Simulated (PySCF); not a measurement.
Problem. Give a PBE0-D3(BJ)/def2-SVP geometry of `[SiH2]([Se][SiH3])CF`.

Solution. 
```
atom  x, y, z in Å
F1    -0.5275   -1.6458    0.1902
C2    -1.3237   -0.7814    0.9214
Si3   -1.1258    0.9773    0.2284
Se4    1.0269    1.6884    0.4443
Si5    2.0389   -0.0533   -0.6580
H6    -1.0233   -0.8255    1.9823
H7    -2.3735   -1.1194    0.8516
H8    -1.5548    0.9779   -1.2009
H9    -1.9659    1.9210    1.0233
H10    3.3498    0.5003   -1.1061
H11    2.2816   -1.2134    0.2434
H12    1.2269   -0.4619   -1.8386
```

Orientation and origin are arbitrary. Atoms count from 1 in this order. Si3 (SiH2 silicon) is tetrahedral (angles from 106.5° to 111.2°). Of the pairs four or more bonds apart, F1···Si5 is among the closest relative to their van der Waals radii: 3.14 Å, 88 % of the sum of Bondi's values. Si5 (SiH3 silicon) is distorted tetrahedral (angles from 104.5° to 111.9°).

Bonds between heavy atoms (Å): F1–C2 1.384, C2–Si3 1.901, Si3–Se4 2.277, Se4–Si5 2.296.

Computed, not measured: PBE0-D3(BJ)/def2-SVP geometry optimisation, gas phase in PySCF 2.14.0.

Point group: C1 (no symmetry element, even within 0.4 Å). Stationary, but not proved a minimum. One conformer, not necessarily the lowest (F1–C2–Si3–Se4 -62°, C2–Si3–Se4–Si5 55°).
